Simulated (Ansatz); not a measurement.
Consider the cleavage of the Si–Al bond: `[SiH3][AlH][GeH3]` + `B[SiH](O)[SiH3]` → `B[SiH]([SiH3])O[SiH3]` + `[AlH2][GeH3]`.

Calculated with Ansatz (gas phase, PBE0-D4/def2-TZVP geometries, no zero-point term in ΔE). CCSD(T)/CBS adds triple-zeta CCSD(T) − MP2 to the extrapolated MP2 energy (def2 sets, frozen cores). DFT in def2-TZVPP. B3LYP here is the variant with VWN-RPA as its local correlation; programs differ in this. For Ge outer-core shells are correlated without core-valence functions, which leaves a few kJ/mol of doubt a bond. Scalar relativity is left out up to krypton. Each species was taken in one conformer, which may not be the lowest.

CCSD(T)/CBS gives -0.98 eV.

Task: Another level gave -0.90 eV. Which?
A. MP2/def2-TZVPP
B. B3LYP-D4/def2-TZVPP
C. PBE/def2-TZVPP
D. r2SCAN-D4/def2-TZVPP

Result: D. r2SCAN-D4 -0.90, MP2/def2-TZVPP -1.07, B3LYP-D4 -1.01, PBE -0.67 eV.

Largest T1 diagnostic among the species: 0.014.

In def2-TZVPP, CCSD(T) changes the Hartree–Fock value by +0.28 eV (the triples alone add +0.04 eV) and MP2 by +0.19 eV. From PBE to PBE0 (25 % exact exchange), in def2-TZVPP and without D4, ΔE moves by −0.10 eV.
